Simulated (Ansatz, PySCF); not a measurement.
Complex: H2O (SMILES O) (first 3 atoms) with GeH4 (SMILES [GeH4]); geometry from B3LYP-D3(BJ)/def2-TZVP.
(charge 0, multiplicity 1):
```xyz
8

O      0.2621    -0.1240     0.4007
H     -0.6530     0.0334     0.1450
H      0.7021     0.7273     0.3054
Ge    -0.1671    -0.0486     3.6465
H     -0.3970     0.0353     5.1680
H     -0.5968     1.2894     3.0232
H     -1.0202    -1.1881     3.0766
H      1.3210    -0.2988     3.3781
```

Monomers are frozen at their geometry in the pair; levels with a basis set take the counterpoise correction.

Correlated levels freeze the cores. Filled d and f shells under p-block atoms count as core.

The values were computed with Ansatz (Gaussian orbitals); PySCF for the dispersion terms. Each number belongs to the level named beside it.

Problem. Predict the interaction energy from B2PLYP-D4/def2-TZVPPD.

Solution. -1.0 kcal/mol

Ansatz is an electronic-structure program.
